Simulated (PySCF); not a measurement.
A structure optimised at r2SCAN-D4/def2-SVP, used in a PySCF frequency run:

```xyz
9

N      0.3599    -1.6141    -1.4269
Sn     0.0000     0.0000    -0.2621
N     -0.3599     1.6141    -1.4269
Cl     1.8940     0.1517     1.1346
Cl    -1.8940    -0.1517     1.1346
H     -0.4948    -1.9561    -1.8706
H      0.7495    -2.3827    -0.8777
H      0.4948     1.9561    -1.8706
H     -0.7495     2.3827    -0.8777
```

Problem. Write its SMILES, formula and point group.

Solution. [NH2][Sn]([NH2])([Cl])[Cl], Cl₂H₄N₂Sn, C2

Problem. What are its rotational constants (standard atomic weights)?

Solution. 1.9533, 1.4301, 1.1902 GHz
